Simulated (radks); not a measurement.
Results of a calculation; reference values are marked as such.
Isoelectronic series with 15 electrons, each ion in its NIST ground configuration. Level of theory: non-relativistic Kohn-Sham, LDA (Slater exchange, Perdew-Wang correlation), spin-unpolarised, spherical densities, point nucleus (a radial shooting solver on a logarithmic mesh with Libxc functionals). Total energies (hartree) and screening constants sigma, defined by e = -(Z - sigma)^2 / (2 n^2) hartree:

| ion | configuration | E (hartree) | 3p | 3s |
|---|---|---|---|---|
| P | [Ne] 3s2 3p3 | -339.94120 | 13.074 | 11.963 |
| Ar3+ | [Ne] 3s2 3p3 | -522.72132 | 12.248 | 11.433 |
| Sc6+ | [Ne] 3s2 3p3 | -746.70374 | 11.945 | 11.174 |
| Cr9+ | [Ne] 3s2 3p3 | -1011.77206 | 11.775 | 11.019 |
| Co12+ | [Ne] 3s2 3p3 | -1317.88549 | 11.664 | 10.915 |
| Zn15+ | [Ne] 3s2 3p3 | -1665.02543 | 11.586 | 10.840 |
| As18+ | [Ne] 3s2 3p3 | -2053.18211 | 11.527 | 10.784 |
| Kr21+ | [Ne] 3s2 3p3 | -2482.34989 | 11.482 | 10.739 |
